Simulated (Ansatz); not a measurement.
`[NH2][Al]([OH])[SH]`. The species carries charge 0 and has multiplicity 1. The structure was optimised at the PBE0-D4/def2-TZVP level. It is one conformer, not always the lowest.

```xyz
8

N    -0.204    0.545    1.454
Al    0.017   -0.136   -0.155
O     0.319    0.795   -1.536
S    -0.101   -2.294   -0.428
H    -0.170    1.523    1.687
H    -0.384   -0.004    2.279
H     0.394    1.746   -1.552
H     0.130   -2.175   -1.747
```

(1) What is the dipole moment at r2SCAN/def2-TZVPP? (Estimate.)

(2) And with PBE, B3LYP, ωB97M-V? (Best estimate.)

(3) Give the Mulliken charges with r2SCAN, PBE, ωB97M-V in def2-TZVPP. (Best estimate.)

Results:

(1) The calculation gave: 2.60 D, with components (0.02, 2.41, 0.98) D in this frame, pointing from negative to positive charge.

(2) Ansatz gave: PBE 2.51 D, B3LYP 2.58 D, ωB97M-V 2.62 D.

(3) Computed: 
| atom | r2SCAN | PBE | ωB97M-V |
| --- | --- | --- | --- |
| N1 | -0.47 | -0.40 | -0.37 |
| Al2 | 0.63 | 0.49 | 0.57 |
| O3 | -0.43 | -0.37 | -0.39 |
| S4 | -0.32 | -0.30 | -0.30 |
| H5 | 0.14 | 0.13 | 0.10 |
| H6 | 0.15 | 0.14 | 0.11 |
| H7 | 0.18 | 0.17 | 0.16 |
| H8 | 0.12 | 0.13 | 0.13 |

B3LYP here is the variant with VWN-RPA as its local correlation; programs differ in this.
